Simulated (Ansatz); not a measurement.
The same molecule with X = Al, Ga, In. Ansatz, PBE0-D4/def2-TZVP geometries, multiplicity 1. Each molecule was computed in one conformer, which needn't be the lowest.

Elements past krypton have def2 core potentials. Scalar relativity is left out up to krypton.

```json
{"X": "Al", "molecule": "`[OH][Al-]([OH])([OH])[OH2+]`", "mean X–O bond length / Å": "1.779", "size of the dipole moment (PBE/def2-TZVPP) / D": "2.04", "HOMO–LUMO gap (PBE/def2-TZVPP) / eV": "5.45", "ideal-gas entropy at 298 K and 1 bar (rigid rotor, harmonic PBE0-D4/def2-TZVP) / J/(mol·K)": "366"}
{"X": "Ga", "molecule": "`[OH][Ga-]([OH])([OH])[OH2+]`", "mean X–O bond length / Å": "1.877", "size of the dipole moment (PBE/def2-TZVPP) / D": "2.07", "HOMO–LUMO gap (PBE/def2-TZVPP) / eV": "5.28", "ideal-gas entropy at 298 K and 1 bar (rigid rotor, harmonic PBE0-D4/def2-TZVP) / J/(mol·K)": "384"}
```

Question: Give the row for X = In, `[OH][In-]([OH])([OH])[OH2+]`. (Best estimate.)

Answer: Computed: 
| X | molecule | mean X–O bond length / Å | size of the dipole moment (PBE/def2-TZVPP) / D | HOMO–LUMO gap (PBE/def2-TZVPP) / eV | ideal-gas entropy at 298 K and 1 bar (rigid rotor, harmonic PBE0-D4/def2-TZVP) / J/(mol·K) |
| --- | --- | --- | --- | --- | --- |
| In | `[OH][In-]([OH])([OH])[OH2+]` | 2.075 | 2.47 | 4.29 | 409 |

From Al to In the mean X–O bond length rises at each step, by 0.296 Å in all; the HOMO–LUMO gap (PBE/def2-TZVPP) falls at each step, by 1.16 eV in all; the ideal-gas entropy at 298 K and 1 bar (rigid rotor, harmonic PBE0-D4/def2-TZVP) rises at each step, by 43 J/(mol·K) in all. Bonds lengthen as the atom grows down the group. Dipoles are sizes alone, and their direction can turn along the series.
